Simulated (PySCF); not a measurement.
## Er⁺ (erbium, charge +1) across methods

[Xe] 4f11 5d1 6s1, one real determinant (an excited configuration). Computed with PySCF 2.14 in x2c-TZVPPall (11s7p7d4f2g, 113 functions), with scalar relativity by spin-free X2C-1e.

```
method   E (hartree)  mean ε 4f β (eV)  mean ε 6s α (eV)  mean ε 5d α (eV)  Σ⟨r²⟩ (bohr²)   ⟨S²⟩
   PBE     -13085.63           -15.031           -10.278            -8.882          55.22  8.751
r2SCAN     -13085.84           -15.166           -10.364            -9.232          54.96  8.752
   UHF  -13081.10476           -26.188           -12.088           -12.499          55.93  8.754
   LDA     -13076.66           -15.143           -10.525            -8.883          54.97  8.751
  PBE0     -13085.46           -18.006           -10.835            -9.930          55.13  8.751
```

⟨L²⟩ = 40.01 against 72 for a pure L term, so this real determinant mixes terms. Spin-orbit coupling, absent here, splits the open shell strongly.
